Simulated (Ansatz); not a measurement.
`C[Si]Cl` + HBr → `C[Si]Br` + HCl at 500 K and 1 bar (ligand exchange at the Si–Cl bond).

Gas-phase electronic energies from Ansatz, PBE0-D4/def2-TZVP geometries. CCSD(T)/CBS is the MP2 limit (def2-TZVPP, def2-QZVPP) plus CCSD(T) − MP2 in def2-TZVPP, frozen cores. This one scheme is used for every species. For Br outer-core shells are correlated without core-valence functions, which leaves a few kJ/mol of doubt a bond. Scalar relativity is left out up to krypton.

| species | CCSD(T)/CBS energy (Eh) | H − E (kJ/mol) | S (J/(mol·K)) |
| --- | --- | --- | --- |
| `C[Si]Cl` | -788.72093 | 126.9 | 336.6 |
| HBr | -2573.91920 | 30.5 | 213.7 |
| `C[Si]Br` | -2902.25975 | 126.6 | 348.9 |
| HCl | -460.38127 | 32.5 | 201.9 |

H − E and S are ideal-gas, rigid-rotor, harmonic terms from PBE0-D4/def2-TZVP. 1 Eh = 2625.50 kJ/mol, R = 8.31446 J/(mol·K).

Task: By hand: ΔE, ΔH, ΔS and ΔG.

Result: ΔE = (-2902.25975) + (-460.38127) − (-788.72093) − (-2573.91920) = -0.00089 Eh = -2.3 kJ/mol. Δ(H − E) = 126.6 + 32.5 − 126.9 − 30.5 = 1.7, so ΔH = -0.6 kJ/mol. ΔS = 348.9 + 201.9 − 336.6 − 213.7 = 0.5 J/(mol·K). ΔG = -0.6 − 500 × (0.5)/1000 = -0.8 kJ/mol.

Task: By hand: the equilibrium constant, and the temperature at which ΔG would vanish if ΔH and ΔS stayed fixed.

Result: log₁₀ K = −ΔG/(RT ln 10) = 0.1. ΔH and −TΔS have one sign here, so there is no such temperature.

TΔS isn't small against ΔH here. The sign of ΔG lies within the doubt. A doubt of 5 kJ/mol in ΔE shifts log₁₀ K by 0.5 here. These are equilibria of isolated gas molecules and say nothing of rates. Largest T1 diagnostic: 0.012 (customary marks: 0.02 for closed shells, 0.045 for open ones).

ΔS is within the doubt of such terms, so its sign, and with it that verdict, could turn.
